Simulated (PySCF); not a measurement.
Species: C4H3BrO.
Numbering: `[Br:1][c:2]1[cH:3][cH:4][cH:5][o:6]1` (hydrogens: H7 on C3; H8 on C4; H9 on C5)

Computed by this run: CAM-B3LYP/6-31G* geometry optimisation, gas phase in PySCF 2.14.0; density fitting, grid level 1; the optimiser is geomeTRIC in internal coordinates, started from a GFN2-xTB structure.

Step 1: E = -76280.8669 eV
```
atom  x, y, z in Å  |  force x, y, z in eV/Å
Br1     2.9830   -0.1645    0.6098    0.019   0.018   0.010
C2      1.1513   -0.0195    0.3046   -0.066  -0.154  -0.032
C3      0.3838    1.0026   -0.1389   -0.010   0.144   0.031
C4     -0.9532    0.4890   -0.1683   -0.075   0.112   0.027
C5     -0.8801   -0.7920    0.2573    0.133  -0.159  -0.045
O6      0.4111   -1.1238    0.5436   -0.007   0.052   0.031
H7      0.7194    1.9972   -0.3929   -0.009  -0.040  -0.020
H8     -1.8487    1.0226   -0.4547    0.032  -0.023  -0.021
H9     -1.5965   -1.5877    0.3895   -0.017   0.051   0.019
```

Step 2: E = -76280.8681 eV
```
atom  x, y, z in Å  |  force x, y, z in eV/Å
Br1     2.9824   -0.1586    0.6053    0.013  -0.007   0.015
C2      1.1484   -0.0244    0.3035    0.040   0.016   0.019
C3      0.3835    1.0043   -0.1342   -0.023  -0.036   0.029
C4     -0.9535    0.4906   -0.1656    0.014  -0.004   0.024
C5     -0.8770   -0.7943    0.2533   -0.026  -0.060   0.011
O6      0.4103   -1.1270    0.5496   -0.007   0.100  -0.086
H7      0.7219    1.9957   -0.3929    0.008  -0.010  -0.013
H8     -1.8476    1.0217   -0.4575    0.000  -0.014  -0.016
H9     -1.5983   -1.5843    0.3886   -0.020   0.015   0.016
```

Problem. Estimate the geometry and energy of step 3. (The exact step hangs on the optimiser's Hessian estimate; all steps are aligned on step 2, rigid shifts and turns removed.)

Solution. E = -76280.8687 eV, largest force 0.066 eV/Å
```
atom  x, y, z in Å  |  force x, y, z in eV/Å
Br1     2.9839   -0.1599    0.6093   -0.014   0.000   0.001
C2      1.1501   -0.0230    0.3019    0.003   0.011   0.004
C3      0.3830    1.0059   -0.1319   -0.019  -0.049   0.007
C4     -0.9534    0.4902   -0.1634    0.000  -0.006   0.006
C5     -0.8776   -0.7964    0.2521    0.037   0.053  -0.016
O6      0.4116   -1.1255    0.5420    0.003  -0.019   0.002
H7      0.7211    1.9959   -0.3943    0.004   0.013  -0.004
H8     -1.8470    1.0194   -0.4586   -0.014   0.005  -0.006
H9     -1.6017   -1.5826    0.3931    0.002  -0.009   0.005
```

The energy changes by -0.0006 eV. The first-order estimate −F·Δx gives -0.0014 eV and the mean of the old and new forces, exact on a quadratic surface, -0.0006 eV. The step makes an angle of 50° with the force vector and moves no atom by more than 0.008 Å.

What follows is the cost of the whole optimisation. Hardware: one thread of an Arm Neoverse V2, on a shared host. Cost: 36 s of wall time, 0.53 GiB resident at most.
